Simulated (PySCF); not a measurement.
A GIAO shielding run with PySCF 2.14 (density fitting, non-relativistic, gas phase) on SMILES CC(=S)C[Si@@H](O)[SiH2]S, C₃H₁₀OS₂Si₂:

```
$ OMP_NUM_THREADS=1 python probes_run.py task.json out

{"job": {"kind": "nmr", "xc": "PBE0", "basis": "pcSseg-1"}, "charge": 0, "multiplicity": 1}
C      2.651610    -0.563955    -0.062154
C      1.326433    -0.927311     0.507213
S      0.612965    -2.358838     0.154226
C      0.642834     0.077694     1.321539
Si    -0.664344     0.963185     0.214431
O      0.287318     1.760146    -0.838824
Si    -1.977711    -0.629023    -0.841508
S     -3.638526     0.444929    -1.749167
H      2.578847     0.407045    -0.552477
H      3.388612    -0.475362     0.737334
H      2.990615    -1.312834    -0.773177
H      0.097920    -0.383307     2.141651
H      1.335812     0.817050     1.715372
H     -1.339582     1.945809     1.077530
H     -0.055427     2.245050    -1.585424
H     -2.610489    -1.615796     0.026811
H     -1.432875    -1.245361    -2.045457
H     -4.202771     0.857195    -0.626195
```

Hardware: 1 thread of an Arm Neoverse N1, shared host. The job also computes population analyses, field gradients.

Q: How large is the calculation?

A: 96 electrons, 214 basis functions and 1206 auxiliary functions.

Q: How long does it take, and how much memory does it need?

A: 91 s of wall time, with 14 SCF cycles and 5 response iterations; peak memory 1.1 GiB. Times on a shared host scatter by some tens of per cent.
